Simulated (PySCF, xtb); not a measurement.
C₄H₆, SMILES C(C#C)C.

GFN2-xTB (xtb) at its own geometry gives an orbital gap of 6.92 eV and a dipole moment of 0.70 D.

The structure is a stationary point at B3LYP-D3(BJ)/def2-SVP.

Question: What does PySCF with PBE/def2-TZVP give? (An estimate is asked for; the answer gives what the named calculation found.)

Answer: gap 6.38 eV (levels -6.41 and -0.03 eV), dipole 0.86 D.
